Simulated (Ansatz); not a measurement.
Reaction (substitution at a C–C bond): `C=CCC=C` + `[OH][InH2]` → `C=C[O][InH2]` + `C=CC`

Gas-phase electronic energies from Ansatz, PBE0-D4/def2-TZVP geometries. CBS: MP2 limit from def2 TZ/QZ plus the TZ coupled-cluster correction, frozen cores. DFT in def2-TZVPP. def2 core potentials past Kr. For In outer-core shells are correlated without core-valence functions, which leaves a few kJ/mol of doubt a bond. Each species was taken in one conformer, which may not be the lowest.

```
         level  ΔE (kcal/mol)
     r2SCAN-D4            1.6
          BLYP            1.4
          PBE0            2.6
CCSD/CBS(def2)            5.1
```

Problem. What does CCSD(T)/CBS give? (Best estimate.)

Solution. Ansatz gave: +4.9 kcal/mol. The listed levels differ from it by -3.3, -3.5, -2.3, 0.2 kcal/mol.

Largest T1 diagnostic among the species: 0.017.

At CCSD(T), def2-SVP lies −3.7 kcal/mol from the extrapolated value and def2-TZVPP −0.6 kcal/mol. From r2SCAN to r2SCAN0 (25 % exact exchange), in def2-TZVPP and without D4, ΔE moves by +0.7 kcal/mol.
